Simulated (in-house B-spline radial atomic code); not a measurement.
A fraction x of an electron is removed from 4d in Tm IV (Tm3+), starting from [Xe] 4f12 and keeping the highest spin. Method: scalar-relativistic (X2C) B3LYP, spin-polarised, spherical fractional occupations, Fermi nucleus of rms radius 5.2256 fm. Calculated with an all-electron radial atomic-structure program (B-spline basis).

Caution: exact exchange at fractional occupations of open shells leaves self-interaction of up to several eV.

```tsv
x	E(x) - E(0) (eV)	4d down level (eV)
0	0.0000	-209.360
0.07	14.7044	-210.768
0.21	44.4111	-213.623
0.37	78.8560	-216.949
0.47	100.6563	-219.060
0.5	107.2377	-219.698
0.52	?	?
0.64	?	?
0.87	190.0033	-227.735
0.96	210.5894	-229.735
```

Task: What belongs in the row x = 0.52?

Result: An energy change of 111.6359 eV; 4d down at -220.124 eV.

Task: What belongs in the row x = 0.64?

Result: An energy change of 138.2052 eV; 4d down at -222.703 eV.

Task: Check Janak's theorem between x = 0.07 and 0.21.

Result: The slope of the energy is 212.19 eV; the orbital levels give 212.20 eV (-ε of the emptying orbital, averaged over the two points).
